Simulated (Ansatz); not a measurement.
Consider the silylene formation by 1,1-elimination: `F[Si](F)(Cl)N[SiH2]Cl` → `N[Si](F)(F)Cl` + `[SiH]Cl`.

Isolated molecules relaxed with PBE0-D4/def2-TZVP in Ansatz; ΔE leaves out vibrations. CBS: def2 TZ/QZ extrapolation, frozen cores. Functionals use def2-TZVPP. HSE06 is defined as in plane-wave codes. Each species was taken in one conformer, which may not be the lowest.

`F[Si](F)(Cl)N[SiH2]Cl`:

Cartesian coordinates in Å:
```
F 1.615 1.251 -0.550
Si 0.096 1.503 -0.217
F -0.540 2.203 -1.479
Cl -0.076 2.808 1.315
N -0.619 0.010 0.122
Si 0.048 -1.572 -0.041
Cl 1.041 -2.169 1.654
H -1.517 0.053 0.587
H 1.018 -1.566 -1.151
H -1.066 -2.522 -0.241
```

`N[Si](F)(F)Cl`:

```xyz
7

N    -0.537   -0.014   -0.949
Si    0.399    0.098    0.438
F     1.822   -0.510    0.139
F     0.544    1.618    0.831
Cl   -0.296   -0.856    2.090
H    -1.383    0.521   -1.049
H    -0.549   -0.856   -1.500
```

`[SiH]Cl`:

```xyz
3

Si    0.454    0.649    0.232
Cl   -1.298    0.149   -0.766
H     0.844   -0.798    0.534
```

| level | ΔE (eV) |
| --- | --- |
| PBE-D4 | 2.59 |
| PBE0-D4 | 2.75 |
| r2SCAN0-D4 | 2.90 |
| HSE06-D4 | 2.74 |
| HSE06 | 2.64 |
| LC-ωPBE | 2.83 |
| MP2/def2-SVP | 2.82 |
| SCS-MP2/def2-TZVPP | 2.77 |

**Question.** What does CCSD(T)/CBS give? (An estimate is asked.)

**Answer.** Computed: +2.75 eV. The listed levels differ from it by -0.16, 0.00, 0.15, -0.01, -0.11, 0.08, 0.07, 0.02 eV.

Largest T1 diagnostic among the species: 0.013.

From BLYP to BHLYP (50 % exact exchange), in def2-TZVPP and without D4, ΔE moves by +0.42 eV. At CCSD(T), def2-SVP lies −0.16 eV from the extrapolated value and def2-TZVPP −0.08 eV.
